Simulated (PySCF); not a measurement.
## Relaxation of quartet CoF(OH)

Computed with PySCF, UPBE0, basis Co def2-TZVP, F def2-TZVP, O def2-TZVP, H def2-TZVP (no relativity, density fitting). A (50,194) grid was used.

A hand-made bent (heavy-atom frame) start, with no symmetry imposed:

```xyz
4
charge 0 multiplicity 4, angstrom
Co   -0.0262   -0.0078   -0.3834
F     1.4073   -0.0078    0.6204
O    -1.4515   -0.0078    0.6146
H    -1.9570    0.7276    0.9686
```

Optimiser trace:
```tsv
step	E − E(last) (kJ/mol)	largest gradient (Eh/bohr)
0	81.52	0.02308
1	56.48	0.02384
2	32.20	0.02643
3	25.99	0.02513
4	14.41	0.01779
5	9.83	0.01078
6	7.22	0.00682
7	2.69	0.01126
8	1.12	0.00572
9	0.16	0.00527
10	0.03	0.00070
11	0.03	0.00102
12	0.00	0.00062
13	0.00	0.00026
```

It ends at Cs with Co–F 1.750 Å, Co–O 1.755 Å, O–H 0.957 Å; Co–O–H 125.1°, F–Co–O 173.7°. A frequency run shows a minimum. Other isomers or separated fragments may lie lower.

Open d and f shells are described by one determinant, and the ground state may have another occupation or spin.

The relaxation took 110 s on 4 threads of a shared Arm Neoverse V1 host, with 113 basis functions and 14 gradients; the process peaked at 0.72 GiB.
